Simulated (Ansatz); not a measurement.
Basis-set extrapolation for C2H7AlO2 (PBE0-D4/def2-TZVP geometry, frozen core, Ansatz). Multiplicity 1, RHF reference.

```csv
,def2-TZVPP,def2-QZVPP
HF,-471.516161,-471.534369
MP2 correlation,-0.907907,-0.974795
CCSD(T) correlation,-0.982967,not run
```

Energies in hartree. Use E(X) = E(∞) + A·exp(−7.88·√X) for Hartree–Fock and E(X) = E(∞) + B·X^(−2.97) for correlation, with X = 3 and 4, and add CCSD(T) minus MP2 of the smaller set to the MP2 limit.

What is the CCSD(T) energy at the basis-set limit?

HF limit: -471.534369 + (-0.018208) × 0.13774 = -471.53688. MP2 limit: -0.974795 + (-0.066888) × 0.74074 = -1.02434. Higher-order term: -0.982967 − (-0.907907) = -0.07506. Total: -472.63628 hartree, 86.1 kcal/mol below CCSD(T)/def2-TZVPP.
